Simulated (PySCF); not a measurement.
Simulated C 1s region for Ge(vinyl)2H2 (`[CH](=C)[GeH2][CH]=C`), binding energy against the vacuum level.

Every computed line was given a Gaussian of 1.0 eV full width at half maximum and an area set by the number of equivalent atoms; the highest printed point is 100. Method: delta-SCF UKS SCAN, pcX-2 on the ionised atom, pcseg-1 elsewhere, spin-free X2C in PySCF 2.14.0.

binding energy (eV), intensity and a bar:
```
    288.6          0 
    288.7          0 
    288.8          1 
    288.9          1 
    289.0          2 #
    289.1          4 #
    289.2          7 ##
    289.3         12 ####
    289.4         19 ######
    289.5         28 ########
    289.6         39 ############
    289.7         51 ###############
    289.8         65 ####################
    289.9         78 #######################
    290.0         89 ###########################
    290.1         97 #############################
    290.2        100 ##############################
    290.3         98 #############################
    290.4         91 ###########################
    290.5         81 ########################
    290.6         68 ####################
    290.7         54 ################
    290.8         41 ############
    290.9         30 #########
    291.0         20 ######
    291.1         13 ####
    291.2          8 ##
    291.3          5 #
    291.4          3 #
    291.5          1 
    291.6          1 
    291.7          0 
    291.8          0
```

Problem. Count the maxima, the lines and the sites behind this envelope.

Solution. The curve has 1 maximum (at 290.2 eV). Under it lie 2 lines from 2 inequivalent carbon sites. At this width some lines have no maximum of their own.

Problem. Decompose the envelope and assign each component. Bonds: Ge1–C2, Ge1–C7, C2–C3, C7–C8. Hydrogens: H12, H13 on Ge1; H4 on C2; H5, H6 on C3; H9 on C7; H10, H11 on C8.

Solution. 
| position (eV) | relative area | line | atoms | environment |
| --- | --- | --- | --- | --- |
| 290.09 | 2 | C 1s | C2/C7 | carbon bonded to C, Ge and H |
| 290.33 | 2 | C 1s | C3/C8 | carbon bonded to C and 2 H |

Problem. What are the centre and the root-mean-square width of the whole band?

Solution. The area-weighted mean of the lines is 290.21 eV. Their own spread about it is 0.12 eV (rms) and each Gaussian has σ = 1.0/2.355 = 0.42 eV; the variances add, which gives 0.44 eV.

Problem. Above which line width would these two lines show one maximum?

Solution. Two equal Gaussians merge once their distance is under 2σ = FWHM/1.177. With 0.24 eV between them that is a full width over 0.28 eV.

The 2 C 1s values lie within 0.24 eV of each other; Gaussian lines of 0.5 eV full width would blend them into one maximum.

No satellites, vibrations or lifetime broadening are included. Topologically equivalent atoms share the value of their first member; where this conformer doesn't relate them by symmetry, their own values could differ. Isolated species at its PBE0-D3(BJ)/def2-SVP geometry (one conformer only).

Hardware: Arm Neoverse V2, one thread (shared host). Cost: 13 s wall, 0.47 GiB resident at most.
